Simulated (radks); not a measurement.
Species: Pr10+. Configuration: [Kr] 4d10 5s2 5p1 (the NIST ground configuration). Method: Dirac Kohn-Sham, PBE, spin-unpolarised, spherical densities, finite nucleus; open shells fill j = l - 1/2 first; Fermi nuclear charge, rms radius 4.8919 fm; computed with a radial shooting solver on a logarithmic mesh with Libxc functionals.

Normalised radial functions P(r) = r R(r) (large component), r in bohr:

r	4s1/2	4d5/2	5s1/2
0.0008493	0.0758	0.0000	0.0377
0.000973	0.0851	0.0000	0.0423
0.001115	0.0953	0.0000	0.0474
0.001277	0.1067	0.0000	0.0530
0.001463	0.1191	0.0000	0.0592
0.001676	0.1328	0.0000	0.0660
0.001921	0.1478	0.0000	0.0735
0.0022	0.1641	0.0000	0.0815
0.002521	0.1816	0.0001	0.0903
0.002888	0.2004	0.0001	0.0996
0.003309	0.2202	0.0001	0.1094
0.003791	0.2409	0.0002	0.1197
0.004343	0.2623	0.0003	0.1303
0.004976	0.2837	0.0004	0.1410
0.005701	0.3047	0.0006	0.1514
0.006531	0.3244	0.0009	0.1612
0.007423	0.3410	0.0014	0.1694
0.008505	0.3551	0.0020	0.1764
0.009744	0.3642	0.0029	0.1809
0.01116	0.3666	0.0042	0.1820
0.01279	0.3600	0.0061	0.1787
0.01465	0.3423	0.0089	0.1698
0.01679	0.3113	0.0128	0.1543
0.01923	0.2647	0.0182	0.1310
0.02204	0.2010	0.0259	0.0992
0.02525	0.1192	0.0365	0.0585
0.02892	0.0202	0.0511	0.0091
0.03314	-0.0936	0.0708	-0.0475
0.03796	-0.2169	0.0969	-0.1088
0.04349	-0.3412	0.1312	-0.1705
0.04983	-0.4549	0.1750	-0.2266
0.05709	-0.5430	0.2298	-0.2697
0.06541	-0.5889	0.2962	-0.2914
0.07494	-0.5759	0.3738	-0.2832
0.08585	-0.4910	0.4604	-0.2389
0.09836	-0.3288	0.5515	-0.1558
0.1127	-0.0963	0.6392	-0.0378
0.1291	0.1842	0.7125	0.1029
0.1479	0.4737	0.7570	0.2456
0.1695	0.7198	0.7568	0.3626
0.1942	0.8649	0.6958	0.4235
0.2224	0.8591	0.5620	0.4027
0.2548	0.6750	0.3511	0.2880
0.292	0.3213	0.0702	0.0884
0.3345	-0.1526	-0.2595	-0.1616
0.3832	-0.6632	-0.6042	-0.4061
0.4391	-1.1126	-0.9217	-0.5790
0.503	-1.4138	-1.1684	-0.6215
0.5717	-1.5164	-1.3042	-0.5130
0.655	-1.4340	-1.3296	-0.2478
0.7504	-1.2023	-1.2388	0.1220
0.8597	-0.8978	-1.0586	0.5155
0.985	-0.5961	-0.8294	0.8446
1.128	-0.3499	-0.5934	1.0397
1.293	-0.1797	-0.3847	1.0698
1.481	-0.0796	-0.2235	0.9495
1.697	-0.0299	-0.1146	0.7330
1.944	-0.0093	-0.0510	0.4917
2.228	-0.0023	-0.0194	0.2843
2.552	-0.0005	-0.0061	0.1393
2.924	-0.0001	-0.0016	0.0567
3.35	0.0000	-0.0003	0.0188
3.838	0.0000	0.0000	0.0049
4.397	0.0000	0.0000	0.0010

4s1/2: eigenvalue -453.89 eV, 3 radial nodes at r = 0.0297, 0.118, 0.321 bohr, <r> = 0.615 bohr, 90 % of the charge inside 0.881 bohr. 4d5/2: eigenvalue -271.36 eV, 1 radial node at r = 0.301 bohr, <r> = 0.703 bohr, 90 % of the charge inside 1.05 bohr. 5s1/2: eigenvalue -175.05 eV, 4 radial nodes at r = 0.0296, 0.117, 0.307, 0.719 bohr, <r> = 1.29 bohr, 90 % of the charge inside 1.81 bohr.
